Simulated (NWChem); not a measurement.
ZrNHF2; SMILES [NH]=[Zr]([F])[F]

```xyz
5

Zr    -0.0151     0.1773     0.0000
N     -1.7619    -0.2749     0.0000
H     -2.7030    -0.6578     0.0000
F      0.8690    -0.2506    -1.6680
F      0.8690    -0.2506     1.6680
```
Atoms are numbered in this order, from 1.

All runs: NWChem. The geometry was optimised at PBE0/def2-SVP (def2 core potentials past Kr). B3LYP is NWChem's, with the RPA form of VWN correlation.

Question: Estimate the computed values for B3LYP/STO-3G, non-relativistic. Quantities: highest occupied level (eV); orbital gap (eV); dipole (D).

Answer: 
- highest occupied level (eV) = -2.73
- orbital gap (eV) = 3.86
- dipole (D) = 2.92
